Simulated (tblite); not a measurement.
Start geometry of `[SiH3][N+]([SiH3])[SiH2]C(Cl)Cl` [radical] from a force field or distance geometry (Å):
```
atom  x, y, z in Å
Si1   -1.2277    1.4739    0.6953
N2    -0.4295   -0.0962    0.5889
Si3   -1.5248   -1.4635    0.3419
Si4    0.6674   -0.0696   -0.8372
C5     2.4550   -0.0797   -0.2985
Cl6    3.0747    1.5966   -0.3844
Cl7    2.6345   -0.7198    1.3337
H8    -1.3185    2.0106   -0.6683
H9    -0.2949    2.3711    1.4121
H10   -2.5306    1.4196    1.3841
H11   -2.1334   -1.9231    1.6059
H12   -0.7239   -2.5987   -0.1512
H13   -2.5321   -1.1897   -0.6899
H14    0.4127   -1.1970   -1.7380
H15    0.4528    1.1852   -1.5848
H16    3.0108   -0.7106   -1.0209
```

Question: What comes out of this run: GFN2-xTB geometry optimisation, gas phase (tblite 0.8.0)?

Answer: 
```
atom  x, y, z in Å
Si1   -1.262    1.607    0.509
N2    -0.671    0.033   -0.111
Si3   -1.415   -1.472    0.535
Si4    0.597   -0.024   -1.268
C5     2.307   -0.128   -0.194
Cl6    2.485    1.323    0.749
Cl7    2.309   -1.570    0.779
H8    -1.417    2.451   -0.671
H9    -0.173    2.059    1.384
H10   -2.498    1.317    1.223
H11   -1.551   -1.240    1.969
H12   -0.493   -2.552    0.190
H13   -2.684   -1.561   -0.185
H14    0.600   -1.278   -2.005
H15    0.743    1.226   -1.995
H16    3.115   -0.181   -0.921
```

The energy falls by 29.4 kcal/mol over 111 L-BFGS steps, the largest force on an atom goes from 2.17 to 0.007 eV/Å, and the atoms move by 0.627 Å rms after alignment. The bond that changes most is Si4–C5 (ends: silicon bonded to C, N and 2 H; carbon bonded to 2 Cl, Si and H), which lengthens by 0.155 Å. Bonds longer at the end by more than 0.005 Å: 3 of 15; shorter: 12. Among the angles that change most is Si3–N2–Si4, from 106.2° to 121.3°. Among the dihedrals that turn most is H9–Si1–N2–Si3, from 158° to 106°. Rotational constants go from 1469, 641.2, 545.2 to 1223, 788.3, 602.2 MHz. The orientation of the end geometry is arbitrary; only internal coordinates are fixed.

GFN2-xTB frequencies show an imaginary mode (45i cm⁻¹), so the point is no minimum at that level. 3 starts were optimised and ended at 0.00, 0.54 and 0.87 kcal/mol (GFN2-xTB); the lowest of these is shown.

One conformer stands for the species.

The numbers are calculated, not measured.
